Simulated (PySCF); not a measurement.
Al(H)2(nPr) (C3H9Al), SMILES [AlH2][CH2]CC.

Geometry: B3LYP-D3(BJ)/def2-SVP. The structure was generated by enumeration; whether it is a known compound was not checked. One conformer was computed; it need not be the lowest.

Two levels are set side by side: TDDFT-PBE/def2-SVPD (PySCF) and TDDFT-ωB97X/def2-SVPD (PySCF). Vertical, same geometry. The lowest singlet is HOMO→LUMO 100 % with PBE and HOMO→LUMO 96 % with the other functional; states are paired by order. Differences are taken from unrounded values.

```
quantity                               TDDFT-ωB97X
-------------------------------------  -----------
lowest singlet excitation (eV)                5.19
lowest triplet excitation (TDA) (eV)          4.94
first bright state (f over 0.05) (eV)         7.34
its oscillator strength                       0.10
```

Question: What does TDDFT-PBE give, and how far is it from TDDFT-ωB97X? (Estimate from the structure and the level; the computed values follow.)

Answer: 
```json
[
 {"quantity": "lowest singlet excitation (eV)", "TDDFT-PBE": "4.33", "TDDFT-PBE minus TDDFT-ωB97X": "-0.86"},
 {"quantity": "lowest triplet excitation (TDA) (eV)", "TDDFT-PBE": "4.05", "TDDFT-PBE minus TDDFT-ωB97X": "-0.89"},
 {"quantity": "first bright state (f over 0.05) (eV)", "TDDFT-PBE": "6.93", "TDDFT-PBE minus TDDFT-ωB97X": "-0.41"},
 {"quantity": "its oscillator strength", "TDDFT-PBE": "0.06", "TDDFT-PBE minus TDDFT-ωB97X": "-0.04"}
]
```

Functionals without exact exchange tend to place singlet excitations lower, as here. Differences between two approximate levels are no errors against the true value.

Rough cost on one machine, each run with all the roots and properties that it gave: TDDFT-ωB97X against TDDFT-PBE about 8 times.
